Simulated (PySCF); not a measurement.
**How methods differ on the ionisation energy of Pd⁺**

Pd⁺ [Kr] 4d9 (2D) → Pd²⁺ [Kr] 4d8 (3F), as a difference of total energies. Calculation: PySCF 2.14, in cc-pVDZ-PP with ECP28MDF; a scalar-relativistic core potential. Correlated levels: valence: 4s2 4p6 frozen. The calculations carry no spin-orbit coupling.

```
           method  ionisation energy (eV)
              UHF                  17.376
           r2SCAN                  19.185
            B3LYP                  19.572
    MP2 (valence)                  18.860
SCS-MP2 (valence)                  18.752
```

**Question.** How much does correlation contribute at MP2 (valence)?

**Answer.** 18.860 − (17.376) = 1.484 eV, measured against UHF.

The reference lies between the lowest fine-structure levels, while these numbers refer to the centres of the terms.

Errors of the correlated levels include the incompleteness of this basis and the frozen core.

For comparison: 19.43 ± 0.12 eV (semi-empirical (NIST evaluation); NIST Atomic Spectra Database, ionization energies).
